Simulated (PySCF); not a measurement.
C3H8O2Si. Atoms are numbered in the order given.

```xyz
14

C      2.5312     0.1155    -0.2444
C      1.1029     0.5219     0.0062
O      0.5805     1.4371    -0.6164
C      0.3172    -0.2685     1.0186
Si    -1.2436    -0.9537     0.1641
O     -2.0167     0.3489    -0.5068
H      2.5694    -0.9489    -0.5311
H      2.9709     0.7348    -1.0365
H      3.1195     0.2111     0.6832
H      0.9147    -1.0434     1.5239
H     -0.0712     0.4328     1.7787
H     -0.8138    -1.9723    -0.8454
H     -2.1313    -1.6071     1.1648
H     -1.3670     1.0436    -0.7315
```
Charge 0, spin multiplicity 1.

Geometry: r2SCAN-D4/def2-SVP. The values are those of a single conformer.

Computed with PySCF with PBE/def2-TZVP.

ESP charges are fitted to the potential on shells at 1.4 to 2.0 van der Waals radii. Atomic charges (e):

```
atom  meta-Löwdin  ESP fit  Mulliken
----  -----------  -------  --------
C1          -0.39    -0.67     -0.37
C2           0.38     0.82      0.23
O3          -0.42    -0.53     -0.32
C4          -0.51    -0.81     -0.34
Si5          0.84     0.66      0.38
O6          -0.73    -0.63     -0.48
H7           0.14     0.19      0.14
H8           0.14     0.18      0.14
H9           0.14     0.18      0.14
H10          0.13     0.21      0.12
H11          0.16     0.23      0.14
H12         -0.12    -0.14     -0.06
H13         -0.10    -0.10     -0.04
H14          0.35     0.41      0.32
```

Computed Mayer and Wiberg (Löwdin basis) orders of the bonds:
```csv
bond,Mayer,Wiberg
C1–C2,1.00,1.27
C2–O3,1.98,2.56
C2–C4,1.00,1.25
C4–Si5,0.92,1.06
Si5–O6,1.26,1.73
C1–H7,0.94,0.87
C1–H8,0.96,0.89
C1–H9,0.93,0.88
C4–H10,0.92,0.84
C4–H11,0.90,0.81
Si5–H12,0.91,0.93
Si5–H13,0.93,0.93
O6–H14,0.83,0.96
```
